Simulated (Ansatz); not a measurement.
`C[O][Sn]([F])([F])[O]C` + H₂ → `C[O][SnH]([F])[O]C` + H–F  (hydrogenolysis of the Sn–F bond)

Program: Ansatz. Geometries: PBE0-D4/def2-TZVP. ΔE: electronic, gas phase. CBS: MP2 limit from def2 TZ/QZ plus the TZ coupled-cluster correction, frozen cores. This one scheme is used for every species. DFT in def2-TZVPP. B3LYP here is the variant with VWN-RPA as its local correlation; programs differ in this. def2 core potentials past Kr. For Sn outer-core shells are correlated without core-valence functions, which leaves a few kJ/mol of doubt a bond. One conformer a species, not always the lowest.

```tsv
level	ΔE (kJ/mol)	difference from CCSD(T)/CBS
PBE0-D4	12.5	-6.9
B3LYP-D4	21.9	2.5
ωB97M-V	18.3	-1.1
PBE0	11.7	-7.7
SCS-MP2/def2-TZVPP	19.3	-0.1
CCSD/def2-TZVPP	10.9	-8.5
CCSD(T)/def2-TZVPP	14.9	-4.5
MP2/def2-QZVPP	21.1	1.7
HF/CBS(def2)	17.4	-2.0
MP2/CBS(def2)	21.6	2.2
CCSD(T)/CBS	19.4	0
```

Largest T1 diagnostic among the species: 0.015.

From PBE to PBE0 (25 % exact exchange), in def2-TZVPP and without D4, ΔE moves by −9.5 kJ/mol.
